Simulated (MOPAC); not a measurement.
Job for MOPAC: AM1 on BaAl, 2S+1 = 2, a spin state set in the input, which need not be the lowest, a point of a bond scan (R = 3.614 Å).

```
AM1 1SCF PRECISE CHARGE=0 UHF MS=0.5 THREADS=1
AlBa

Al     0.00000000 1     0.00000000 1     0.00000000 1
Ba     0.00000000 1     0.00000000 1     3.61386400 1
```

Output:

```
*******************************************************************************
 **                                                                           **
 **                              MOPAC v23.2.5                                **
 **                                                                           **
 *******************************************************************************
 ** MOPAC's Digital Object Identifier: https://doi.org/10.5281/zenodo.6511958 **
 **                                                                           **
 ** Please cite the open-source release paper for use of this MOPAC version:  **
 ** J. E. Moussa and J. J. P. Stewart (2026)                                  **
 ** MOPAC: An open-source semiempirical molecular orbital program             **
 ** J. Open Source Softw., 11(119), 8025, https://doi.org/10.21105/joss.08025 **
 *******************************************************************************

                              AM1 CALCULATION RESULTS

 *******************************************************************************
 *  AM1        - The AM1 Hamiltonian to be used
 *  UHF        - UNRESTRICTED HARTREE-FOCK CALCULATION
 *
 *
 *
 *                 CHARGE ON SYSTEM = 0
 *
 *
 *
 *  MS=        - IN MECI, MAGNETIC COMPONENT OF SPIN =  0.5
 *  PRECISE    - TIGHTER CRITERIA TO BE USED
 *  1SCF       - DO 1 SCF AND THEN STOP
 *  THREADS=1  - MULTI-THREADING NOT USED
 *  T=         - A TIME OF 172800.0 SECONDS REQUESTED
 *  DUMP=N     - RESTART FILE WRITTEN EVERY 7200.0 SECONDS REQUESTED
 *******************************************************************************
AM1 1SCF PRECISE CHARGE=0 UHF MS=0.5 THREADS=1
 AlBa

   ATOM   CHEMICAL          X               Y               Z
  NUMBER   SYMBOL      (ANGSTROMS)     (ANGSTROMS)     (ANGSTROMS)

     1      Al          0.00000000  *   0.00000000  *   0.00000000  *
     2      Ba          0.00000000  *   0.00000000  *   3.61386400  *



          CARTESIAN COORDINATES

    NO.       ATOM           X           Y           Z

     1        Al          0.0000      0.0000      0.0000
     2        Ba          0.0000      0.0000      3.6139

 Al: (AM1): M. J. S. Dewar, A. J. Holder, Organometallics, 9, 508-511 (1990).
 Ba: (AM1): J. J. P. STEWART, J. MOL. MOD., 10, 155-164 (2004)

           Empirical Formula: Al Ba  =     2 atoms



      MOLECULAR POINT GROUP   :   C*v


          UHF CALCULATION, NO. OF ALPHA ELECTRONS =    3
                           NO. OF BETA  ELECTRONS =    2

 -------------------------------------------------------------------------------
 AM1 1SCF PRECISE CHARGE=0 UHF MS=0.5 THREADS=1
 AlBa



     1SCF WAS SPECIFIED, SO BFGS WAS NOT USED
     SCF FIELD WAS ACHIEVED


                              AM1 CALCULATION
                                                       MOPAC v23.2.5 Linux




          FINAL HEAT OF FORMATION =         45.04927 KCAL/MOL =     188.48613 KJ/MOL


          COSMO AREA              =        181.64 SQUARE ANGSTROMS
          COSMO VOLUME            =        215.94 CUBIC ANGSTROMS

          IONIZATION POTENTIAL    =          5.710216 EV
          ALPHA SOMO LUMO (EV)    =         -5.710 -0.990
          BETA  SOMO LUMO (EV)    =         -5.955 -0.783
          NO. OF ALPHA ELECTRONS  =          3
          NO. OF BETA  ELECTRONS  =          2
          MOLECULAR WEIGHT        =        164.3115         POINT GROUP:  C*v

          MOLECULAR DIMENSIONS (Angstroms)

            Atom       Atom       Distance
           Ba     2   Al     1     3.61386
           Ba     2   Al     1     0.00000
           Al     1   Ba     2     0.00000


          SCF CALCULATIONS        =          1





   ATOM   CHEMICAL          X               Y               Z
  NUMBER   SYMBOL      (ANGSTROMS)     (ANGSTROMS)     (ANGSTROMS)

     1      Al          0.00000000  *   0.00000000  *   0.00000000  *
     2      Ba          0.00000000  *   0.00000000  *   3.61386400  *

                             CARTESIAN COORDINATES

   1   Al        0.000000000     0.000000000     0.000000000
   2   Ba        0.000000000     0.000000000     3.613864000


           Empirical Formula: Al Ba  =     2 atoms



      MOLECULAR POINT GROUP   :   C*v


          ALPHA EIGENVALUES
 -10.92104  -6.95967  -5.71022  -0.99028  -0.96355   0.69858   1.03115   2.84110


           BETA EIGENVALUES
  -9.73354  -5.95525  -0.78263  -0.68364  -0.42964   0.97904   1.27468   2.92376


              NET ATOMIC CHARGES AND DIPOLE CONTRIBUTIONS

  ATOM NO.   TYPE          CHARGE      No. of ELECS.   s-Pop       p-Pop
    1         Al          -0.307954        3.3080     1.61146     1.69649
    2         Ba           0.307954        1.6920     1.14862     0.54342
 DIPOLE           X         Y         Z       TOTAL
 POINT-CHG.     0.000     0.000     5.346     5.346
 HYBRID         0.000     0.000    -0.337     0.337
 SUM            0.000     0.000     5.009     5.009


          ATOMIC ORBITAL ELECTRON POPULATIONS

     Atom    s        px        py        pz
    1 Al   1.61146   0.93274   0.00000   0.76375
    2 Ba   1.14862   0.06726   0.00000   0.47617


                    (SZ)    =    0.500000
                    (S**2)  =    1.547002


          ATOMIC ORBITAL SPIN POPULATIONS

    Atom   Total    s     px     py     pz
         Atomic
    1 Al  1.7048  0.242  0.933  0.000  0.530
    2 Ba -0.7048 -0.709  0.067  0.000 -0.064

 **********************
 *                    *
 * JOB ENDED NORMALLY *
 *                    *
 **********************




 == MOPAC DONE ==
```

The run finished. Its determinant has ⟨S²⟩ = 1.55, a mixture of spin states.

Cost: about 0.03 core-seconds (a rough figure).
